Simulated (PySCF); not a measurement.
Species: CH10AlNSi2.
SMILES with atom numbers: `[CH3:1][AlH:2][N:3]([SiH3:4])[SiH3:5]` (hydrogens: H6, H7, H8 on C1; H9 on Al2; H10, H11, H12 on Si4; H13, H14, H15 on Si5)

Computed with PySCF at PBE0/def2-SVPD, non-relativistic, on one gas-phase PBE0-D3(BJ)/def2-SVP geometry that isn't relaxed in the solvent. The solvent is an IEF-PCM continuum (Bondi radii, 1.10 Å for H, scaled by 1.2). Specific hydrogen bonds and non-electrostatic terms are outside this model.

Gas phase at PBE0/def2-SVPD: HOMO -7.72 eV, LUMO -0.77 eV, dipole 1.00 D.

Q: What does the continuum do to the energy, the frontier levels and the dipole at PBE0/def2-SVPD in dichloromethane and acetone?

A: 
```csv
solvent,ε,E(solvent) − E(gas) (kcal/mol),polarisation term (kcal/mol),distortion of the solute (kcal/mol),HOMO (eV),LUMO (eV),dipole (D)
dichloromethane,8.93,-2.57,-2.91,0.34,-7.58,-0.35,1.29
acetone,20.49,-2.90,-3.33,0.43,-7.57,-0.31,1.32
```

Polarisation term: ½ Σ q·V over the induced surface charges. Distortion: the rise of the solute's own energy as its density leaves the gas-phase optimum. From dichloromethane to acetone the lowering changes by a factor 1.13, Onsager's factor (ε − 1)/(2ε + 1) by 1.10 and ε itself by 2.3.

Q: How does the static polarisability (PBE0/def2-SVPD, frozen core, with the continuum's full static response) change?

A: 
```csv
medium,isotropic (au),principal values (au),⟨r²⟩ of the electrons (bohr²)
gas,101.1,"83.4, 105.5, 114.4",1123.0
dichloromethane,131.6,"113.6, 137.5, 143.8",1124.3
acetone,136.1,"118.9, 141.9, 147.6",1124.5
```

The isotropic value in acetone is 1.35 times the gas-phase one; no cavity-field correction is applied. ⟨r²⟩ is taken about the centre of nuclear charge.

The values belong to the conformer `[CH3:1][AlH:2][N:3]([SiH3:4])[SiH3:5]`: C1–Al2–N3–Si4 -2°.
